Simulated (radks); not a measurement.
The numbers below are computed, except where a source is named.
Problem. These are the eigenvalues of the occupied orbitals of an atom or ion with whole-number occupations (hartree). Code: a radial shooting solver on a logarithmic mesh with Libxc functionals. Model: Dirac Kohn-Sham, PBEsol, spin-unpolarised, spherical densities, finite nucleus; Fermi nuclear charge, rms radius of each element as measured or else 0.836 A^(1/3) + 0.57 fm.

orbital  eigenvalue
1s1/2     -2036.196
2s1/2     -340.6146
2p1/2     -324.2720
2p3/2     -292.8001
3s1/2     -76.24196
3p1/2     -69.07903
3p3/2     -62.50671
3d3/2     -50.20006
3d5/2     -48.76348
4s1/2     -15.23678
4p1/2     -12.39221
4p3/2     -10.91596
4d3/2      -6.22841
4d5/2      -5.96063
5s1/2      -2.08992
5p1/2      -1.32399
5p3/2      -1.13895
4f5/2      -0.37323
4f7/2      -0.33734
6s1/2      -0.32842

Which element is it, and in what charge state? The configuration may be excited. Open shells, if any, fill j = l - 1/2 first.

Solution. Z = 67, holmium, charge +1: Ho+ in [Xe] 4f11 6s1. The list shows which subshells hold electrons but not how many an open one holds; the 1s level, -2036.2 hartree, gives Z - s = 63.8 by -(Z - s)^2/2, which with screening and relativity narrows Z to a few neighbours, and the depths of the outer levels then fix element, charge and occupations together.
